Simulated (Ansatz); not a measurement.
```yaml
crystal:
  periodic: [false, false, false]
  atoms:
    - {symbol: Cu, position_ang: [-0.188085, -0.183535, 0.017866]}
    - {symbol: O, position_ang: [-0.368294, 0.029053, 1.960571]}
    - {symbol: H, position_ang: [-0.066227, 0.881028, 1.970985]}
    - {symbol: O, position_ang: [-0.130915, -0.453702, -1.759194]}
    - {symbol: H, position_ang: [0.595218, -0.512055, -2.104273]}
basis:
  gaussian: {orbitals: ANO-RCC-VTZP}
magnetization: {spin_polarized: true, initial_magnetization: 1}
hamiltonian: {xc: {name: PBE}, dispersion: d3bjatm, pseudopotentials: {relativity: scalar}}
scf: {omitted_lower_state_checks: [starts]}
```

```sh
$ ansatz run in.yaml --threads 4 --pin off --events-out ev --progress --plain --max-ram 3916MiB
```

It prints (some lines left out):

```
Functional definition: PBE
1067 factors; their error is unknown
mean field evaluation 1: about -49131.2873 eV, gradient 7.3e1 eV
mean field evaluation 2: about -48933.9478 eV, gradient 2.1e2 eV
mean field evaluation 4: about -49140.0840 eV, gradient 6.9e1 eV
mean field evaluation 8: about -49150.1074 eV, gradient 1.8e0 eV
mean field evaluation 16: about -49150.1006 eV, gradient 1.6e-2 eV
mean field evaluation 32: about -49150.1006 eV, gradient 4.0e-6 eV
mean field -49150.10055356 eV, -1806.2328802086 hartree, gradient 4.0e-6 eV, S^2 0.752908; 0 other end points of the search recorded, 0 dependent functions left out
reference -49150.10062628 eV, -1806.2328828809 hartree; 24, 23 occupied and 123, 124 virtual orbitals, 1067 factors
Total energy: -49150.15310189 eV, -1806.2348113242 hartree
Relativity: scalar
Checks for a lower state left out: starts
```

It took 2.8 s on 4 threads of Arm Neoverse V2 on a shared host.

DK, ANO-RCC and x2c sets are all-electron and run with scalar relativity unless a key says otherwise.
